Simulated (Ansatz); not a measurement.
Program: Ansatz. Geometries: PBE0-D4/def2-TZVP. ΔE: electronic, gas phase. CBS: MP2 limit from def2 TZ/QZ plus the TZ coupled-cluster correction, frozen cores. This one scheme is used for every species. Functionals use def2-TZVPP. B3LYP here is the variant with VWN-RPA as its local correlation; programs differ in this. def2 core potentials past Kr. For Sn outer-core shells are correlated without core-valence functions, which leaves a few kJ/mol of doubt a bond.

Reaction (difluorocarbene loss): `F[C](F)(F)[SnH3]` → `[F][SnH3]` + `F[C]F`

| level | ΔE (kJ/mol) |
| --- | --- |
| LDA (SPW92) | 226.1 |
| BLYP-D4 | 138.6 |
| r2SCAN-D4 | 169.7 |
| PBE0-D4 | 177.0 |
| r2SCAN0-D4 | 176.2 |
| PBE-QIDH | 173.2 |
| B3LYP | 139.8 |
| HF/CBS(def2) | 104.9 |

Question: What does CCSD(T)/CBS give? (An estimate is asked.)

Answer: Ansatz gave: +147.7 kJ/mol. The listed levels differ from it by 78.4, -9.1, 22.0, 29.3, 28.5, 25.5, -7.9, -42.8 kJ/mol.

Question: What do rigid-rotor, harmonic-oscillator terms from PBE0-D4/def2-TZVP frequencies (298.15 K, 1 bar) make of the CCSD(T)/CBS value? (An estimate is asked.)

Answer: Computed: ΔZPE = -12.2 kJ/mol, ΔH = +138.0 kJ/mol, ΔS = 161 J/(mol·K), ΔG = +90.0 kJ/mol.

Largest T1 diagnostic among the species: 0.017.

From PBE to PBE0 (25 % exact exchange), in def2-TZVPP and without D4, ΔE moves by +9.7 kJ/mol. In def2-TZVPP, CCSD(T) changes the Hartree–Fock value by +39.3 kJ/mol (the triples alone add +1.8 kJ/mol) and MP2 by +53.0 kJ/mol.
